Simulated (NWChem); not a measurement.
System: GeI cation, singlet

NWChem input:

```
start job
memory heap 200 mb stack 900 mb global 1100 mb
charge 1
geometry units angstroms noautosym nocenter noautoz
  Ge     0.000000     0.000000    -1.505068
  I      0.000000     0.000000     0.900773
end
basis spherical
  Ge library def2-svpd
  I library def2-svpd
end
ecp
  I library def2-ecp
end
dft
  xc pbe0
  iterations 150
end
tddft
  cis
  nroots 6
  notriplet
end
task tddft energy
```

Output (shortened):

```
             Northwest Computational Chemistry Package (NWChem) 7.3.0
             --------------------------------------------------------

                             Geometry "geometry" -> ""
                             -------------------------

 Output coordinates in angstroms (scale by  1.889725989 to convert to a.u.)

  No.       Tag          Charge          X              Y              Z
 ---- ---------------- ---------- -------------- -------------- --------------
    1 Ge                  32.0000     0.00000000     0.00000000    -1.50506800
    2 I                   53.0000     0.00000000     0.00000000     0.90077300

 Effective nuclear repulsion energy (a.u.)     373.0440267264

                                 NWChem DFT Module
                                 -----------------

 Summary of "ao basis" -> "ao basis" (spherical)
 ------------------------------------------------------------------------------
       Tag                 Description            Shells   Functions and Types
 ---------------- ------------------------------  ------  ---------------------
 Ge                        def2-svpd                14       38   6s4p4d
 I                         def2-svpd                13       35   5s5p3d

            General Information
            -------------------
          SCF calculation type: DFT
          Wavefunction type:  closed shell.
          No. of atoms     :     2
          No. of electrons :    56
           Alpha electrons :    28
            Beta electrons :    28
          Charge           :     1
          Spin multiplicity:     1
          Use of symmetry is: off; symmetry adaption is: off
          Maximum number of iterations: 150
          AO basis - number of functions:    73
                     number of shells:    27
          Convergence on energy requested:  1.00D-06
          Convergence on density requested:  1.00D-05
          Convergence on gradient requested:  5.00D-04

              XC Information
              --------------
                         PBE0 Method XC Functional
                     Hartree-Fock (Exact) Exchange  0.250
          PerdewBurkeErnzerhof Exchange Functional  0.750
            Perdew 1991 LDA Correlation Functional  1.000 local
           PerdewBurkeErnz. Correlation Functional  1.000 non-local

[...]

                                NWChem TDDFT Module
                                -------------------

            General Information
            -------------------
           No. of orbitals :     146
            Alpha orbitals :      73
             Beta orbitals :      73
        Alpha frozen cores :       0
         Beta frozen cores :       0
     Alpha frozen virtuals :       0
      Beta frozen virtuals :       0
         Spin multiplicity :       1
    Number of AO functions :      73
        Use of symmetry is : off
      Symmetry adaption is : off
         Schwarz screening :  0.10D-07

              XC Information
              --------------
                  PBE0 Method XC Functional
              Hartree-Fock (Exact) Exchange   0.25
   PerdewBurkeErnzerhof Exchange Functional   0.75
     Perdew 1991 LDA Correlation Functional   1.00 local
    PerdewBurkeErnz. Correlation Functional   1.00 non-local

             TDDFT Information
             -----------------
          Calculation type : Tamm-Dancoff TDDFT
         Wavefunction type : Restricted singlets
          No. of electrons :      56
           Alpha electrons :      28
            Beta electrons :      28
              No. of roots :       6
          Max subspacesize :    5200
            Max iterations :     100
               Target root :       1
           Target symmetry : none
      Symmetry restriction : off
                 Algorithm : Optimal
        Davidson threshold :  0.10D-03

    6 smallest eigenvalue differences (eV)
--------------------------------------------------------
  No. Spin  Occ  Vir  Irrep   E(Occ)    E(Vir)   E(Diff)
--------------------------------------------------------
    1    1   28   29 a        -0.524    -0.336     5.105
    2    1   27   29 a        -0.524    -0.336     5.105
    3    1   28   30 a        -0.524    -0.336     5.105
    4    1   27   30 a        -0.524    -0.336     5.105
    5    1   26   29 a        -0.537    -0.336     5.464
    6    1   26   30 a        -0.537    -0.336     5.464
--------------------------------------------------------

  Entering Davidson iterations
  Restricted singlet excited states

  Iter   NTrls   NConv    DeltaV     DeltaE      Time
  ----  ------  ------  ---------  ---------  ---------
    1      6       0     0.18E+00   0.10+100       14.4
    2     12       0     0.37E-01   0.74E-01       13.7
    3     18       3     0.71E-02   0.21E-02       13.8
    4     21       3     0.16E-02   0.48E-04       13.1
    5     24       5     0.28E-03   0.22E-05       12.9
    6     25       6     0.80E-04   0.28E-07       11.1
  ----  ------  ------  ---------  ---------  ---------
  Convergence criterion met

  Ground state a       -2373.931689592641 a.u.

  ----------------------------------------------------------------------------
  Root   1 singlet a              0.131333240 a.u.                3.5738 eV
  ----------------------------------------------------------------------------
     Transition Moments    X  0.00000   Y  0.00000   Z -0.00000
     Dipole Oscillator Strength                    0.0000000000
     Electric Quadrupole                           0.0000000000
     Magnetic Dipole                               0.0000000000
     Total Oscillator Strength                     0.0000000000

[...]
```

Level: PBE0/def2-SVPD with def2 effective core potentials on I, TDA. Low-valent species are run as closed-shell singlets; no triplet was tried in these runs. All runs use the structure optimised with PBE0/def2-SVP. def2 effective core potentials on I; no spin-orbit coupling.
